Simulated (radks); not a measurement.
Valence configurations of Tc II (all share [Kr]). All-electron calculation, Dirac Kohn-Sham, BLYP, spin-unpolarised, spherical densities, finite nucleus; open shells fill j = l - 1/2 first; Fermi nuclear charge, rms radius 4.4112 fm. Program: a radial shooting solver on a logarithmic mesh with Libxc functionals. Energies are relative to 4d5 5s1; eigenvalues in eV.

valence          E (eV)  e(4d3/2)  e(4d5/2)  e(5p1/2)  e(5s1/2)
4d5 5s1           0.000   -14.062   -13.767         -   -11.409
4d5 5p1           4.419   -15.150   -14.851    -7.643         -
4d4 5s1 5p1       7.946   -17.935         -    -8.387   -13.244
4d5.5 5s0.5      -0.995   -12.761   -12.480         -   -10.847
4d5.5 5p0.5       1.109   -13.317   -13.033    -6.988         -
4d5 5s0.5 5p0.5   2.193   -14.613   -14.317    -7.358   -11.776
4d4 5s2           3.154   -16.872         -         -   -12.566
4d4.5 5s1 5p0.5   3.659   -15.981   -15.671    -7.736   -12.339
4d6              -1.644   -11.541   -11.273         -         -
4d4.5 5s1.5       1.373   -15.435   -15.127         -   -11.983

NIST lists [Kr] 4d5 5s1 as the ground configuration; this level of theory puts 4d6 lower, by 1.644 eV. The energies are those of spherical spin-averaged densities, not of single terms.
